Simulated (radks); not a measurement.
Question: The fluorine ion F2+, configuration [He] 2s2 2p3 (the NIST ground configuration). Method: non-relativistic Kohn-Sham, PBEsol, spin-polarised, spherical densities, point nucleus; open shells are filled with parallel spins first; hard spherical wall at 2.5 bohr; computed with a radial shooting solver on a logarithmic mesh with Libxc functionals. Some entries of the table are withheld. Estimate them.

orbital  occ.  eigenvalue (eV)  <r^2> (bohr^2)  r(max) (bohr)
1s up       1        -704.2754         0.04238         0.1149
1s down     1        -701.2422         0.04197         0.1147
2s up       1         -68.0211          0.9341         0.7355
2s down     1         -60.6931          0.9766         0.7482
2p up       3         -49.0988          0.8674         0.6473
2p down     0         -41.3081          0.9274         0.6690
3d up       0          18.6035           2.228          1.459
3s up       0          19.5690             (1)          1.712
3d down     0          22.4289           2.284          1.491
3s down     0          23.5816             (2)          1.729
3p up       0              (3)             (4)          1.694
3p down     0              (5)             (6)          1.715

Answer: 
(1) 3s up <r^2> (bohr^2): 2.443
(2) 3s down <r^2> (bohr^2): 2.449
(3) 3p up eigenvalue (eV): 24.3283
(4) 3p up <r^2> (bohr^2): 2.315
(5) 3p down eigenvalue (eV): 28.7171
(6) 3p down <r^2> (bohr^2): 2.310
